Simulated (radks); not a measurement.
Fractional charge and spin in the 5s shell of xenon: the spin-up occupation runs from 0 to 1 and the spin-down occupation from 0 to 1; the fullest corner is Xe, [Kr] 4d10 5p6 5s(up 1, down 1). Method: scalar-relativistic Kohn-Sham, LDA (Slater exchange, Perdew-Wang correlation), spin-polarised, spherical densities, finite nucleus; Fermi nuclear charge, rms radius of each element as measured or else 0.836 A^(1/3) + 0.57 fm; computed with a radial shooting solver on a logarithmic mesh with Libxc functionals. Energy (eV) above the fullest corner. The planes named below are the two flat planes that join the four corners, with an edge along up + down = one added electron.

down \ up,0,0.5,1
0,60.417,41.255,24.751
0.5,41.255,24.932,11.161
1,24.751,11.161,0.000

Corners above the fullest one (they belong to Xe+ and the next ion): (up 1, down 0) 24.751 eV, (up 0, down 1) 24.751 eV, (up 0, down 0) 60.417 eV. With half an added electron in each spin the energy lies 0.181 eV from the planes, and with half an added electron in spin up alone -1.330 eV. The planes are only a guide here: the flat-plane condition holds for ground states with one frontier orbital, while this shell lies below other occupied shells, so the corners above the fullest one are inner-hole states and not the ground states of those ions.
